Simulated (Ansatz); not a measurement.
Worked example: KSH → HS + K

Species: KSH `[SH][K]`, singlet; HS, doublet; K atom, doublet. 

Shapes, held fixed at every level: PBE0-D4/def2-TZVP. Programs: Ansatz 0.2.0. The zero-point and thermal change to 298 K, harmonic and unscaled (PBE0-D4/def2-TZVP), is -0.6 kJ/mol.

At CCSD(T)/def2-TZVPP; 1 Eh = 2625.50 kJ/mol:

| species | energy (Eh) |
| --- | --- |
| KSH | -997.707983 |
| HS | -398.281674 |
| K | -599.325949 |

**Question.** Work out ΔH(298 K) of the reaction at this level.

**Answer.** 
1. Products less reactants: (-398.281674) + (-599.325949) − [(-997.707983)] = 0.100360 Eh = +263.5 kJ/mol.
2. With the thermal change: +263.5 + (-0.6) = +262.9 kJ/mol.

Other levels give +231.1 (MP2/def2-SVP) to +289.5 kJ/mol (wB97M-V/def2-TZVPP). No measured value is set beside it here. Open shells run unrestricted unless RO is named. Correlated rows may include outer-core shells of K, which these sets cover unevenly.
